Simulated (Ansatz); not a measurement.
A basis-limit estimate, worked out

An elementary step of SiHF4, doublet (SiF₄ ([F][Si]([F])([F])[F]) + H → SiF₃ ([F][Si]([F])[F]) + HF; F–Si broken or loosened, F–H formed or tightened). “Start” and “end” are the PBE0-D4/def2-TZVP structures reached by relaxing down either side of its saddle point, with the molecules still in contact.

Program: Ansatz 0.2.0. Basis: def2-TZVPP and def2-QZVPP. Cores are frozen in the correlated methods; orbitals are unrestricted.

Energies in eV:

| quantity | end | start |
| --- | --- | --- |
| Hartree–Fock, triple zeta (X = 3) | -18711.40561 | -18712.73336 |
| Hartree–Fock, quadruple zeta (X = 4) | -18712.20136 | -18713.55235 |
| MP2 correlation, X = 3 | -30.20194 | -29.99004 |
| MP2 correlation, X = 4 | -33.14002 | -32.91380 |
| CCSD(T) correlation, X = 3 | -31.14519 | -30.83799 |

Problem. Work out the step energy at the basis limit: extrapolate Hartree–Fock as E(X) = E∞ + A exp(−7.88 √X) and the MP2 correlation as E(X) = E∞ + B X^−2.97 (the exponents that Neese and Valeev fitted for def2-TZVPP and QZVPP), then add CCSD(T) − MP2 in triple zeta.

Solution. Each step is linear, so take the differences first (end − start): Hartree–Fock 1.32775 (X = 3) and 1.35099 (X = 4); MP2 correlation -0.21190 and -0.22622; CCSD(T) correlation -0.30720.
Two points give E∞ = E(4) + w [E(4) − E(3)], with w = 1/(exp(7.88 (2 − √3)) − 1) = 0.1377 for Hartree–Fock and w = 1/((4/3)^2.97 − 1) = 0.7407 for the correlation.
Hartree–Fock: 1.35099 + 0.1377 × 0.02324 = 1.3542 eV.
MP2 correlation: -0.22622 + 0.7407 × (-0.01432) = -0.2368 eV.
CCSD(T) − MP2: -0.30720 − (-0.21190) = -0.0953 eV.
Sum: 1.3542 + (-0.2368) + (-0.0953) = 1.0221 eV, or 23.57 kcal/mol. Plain CCSD(T) in triple zeta gives 1.0206 eV, so the larger basis shifts the result by 0.0015 eV.

No T1 diagnostic of these runs exceeds 0.015. ⟨S²⟩ of the unrestricted Hartree–Fock references: 0.75 to 0.78 (a pure state has 0.75).

Radical steps of this kind take place in plasma deposition and etching.

Labels in which every atom is bracketed show which atoms are joined, not bond orders.

For scale, one of the runs: CCSD(T)/def2-TZVPP, 180 basis functions, launched by `ansatz run in.yaml --threads 8 --pin off --events-out ev --progress --plain --max-ram 19148MiB`. Time: 110 s of wall clock on 8 CPU threads of an Arm Neoverse V1; the host was shared. Peak host memory: 5.2 GiB.
